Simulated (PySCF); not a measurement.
**Structure from 2D NMR**

Compound of formula C₅H₄N₂. Correlations simulated from computed shifts and couplings:

HSQC (one-bond C–H):
```
  δH     δC  ¹J(C,H) (Hz)
5.85  119.5           180
2.22   25.3           138
```

COSY cross peaks (|J| ≥ 2 Hz):
```
  δH    δH  abs. J (Hz)  bonds
5.85  2.22          2.4      4
```

HMBC (two and three bonds, |J| ≥ 2.5 Hz):
```
  δH                      δC [abs. J in Hz]
5.85               120.9 [13.9], 25.3 [6.4]
2.22  139.9 [7.2], 120.9 [6.1], 119.5 [7.9]
```

Carbons without hydrogens: δ 139.9, 120.9, 119.6.

[PySCF: geometry from GFN2-xTB; couplings computed with B3LYP/pcJ-1 (spin–dipole term only in couplings to heteroatoms); NMR shieldings at PBE0/pcSseg-1/GIAO; averaged over atoms made equivalent by symmetry, fast rotation or ring inversion; no solvent; one computed conformer; relativity neglected]

Referencing at the same level of theory: TMS for ¹H (31.72 ppm) and ¹³C (186.93 ppm).

Exchangeable hydrogens are left out of these lists, and C,H couplings along chains are those of one rotamer, so weak HMBC peaks may be missing or extra.

Problem. Which molecule is this?

Solution. `N#C/C=C(/C)C#N`.

Numbering as in the mapped SMILES `[CH3:1]/[C:2]([C:3]#[N:4])=[CH:5]/[C:6]#[N:7]`; H(Xn) means a hydrogen on atom n.

δC 139.9 is C2, a fully substituted alkene carbon. δC 120.9 is C3, a nitrile carbon. δC 119.6 is C6, a nitrile carbon. δC 119.5 is C5, an alkene CH (δH 5.85). δC 25.3 is C1, an allylic methyl carbon (δH 2.22). HMBC from δH 5.85 reaches the proton-free carbon C3. HMBC from δH 2.22 reaches the proton-free carbons C2, C3. COSY links 5.85–2.22.

This is the structure that produced the data.

Shifts are as computed. Against solution values, carbons near 30 ppm lie about +3 ppm off and those near 130 ppm about +5 ppm. Of 1211 compounds with measured shifts, 218 miss one by over three times the rms of a fit or turn the order of signals round; such compounds aren't used in these exercises.
